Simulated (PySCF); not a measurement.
How methods differ on the ionisation energy of Si⁺

Si⁺ [Ne] 3s2 3p1 [3p1/2^1, M_J = 1/2] → Si²⁺ [Ne] 3s2, as a difference of total energies. Calculation: PySCF 2.14, in x2c-QZVPPall-2c; the two-component X2C-1e Hamiltonian. Correlated levels: [Ne] frozen; the 10 highest virtual spinors dropped. "Screened" scales the spin-orbit matrix elements by Boettger's factors to mimic the two-electron term; Breit and QED terms are absent.

```tsv
method	ionisation energy (eV)
GHF (spin-free)	15.884
GMP2 (spin-free)	16.121
GHF (screened spin-orbit)	15.907
GMP2 (screened spin-orbit)	16.143
```

Problem. How much does correlation contribute at GMP2 (screened spin-orbit)?

Solution. 16.143 − (15.907) = 0.236 eV, measured against GHF (screened spin-orbit).

Errors of the correlated levels include the incompleteness of this basis and the frozen core.

For comparison: 16.346 eV (measured; NIST Atomic Spectra Database, ionization energies).
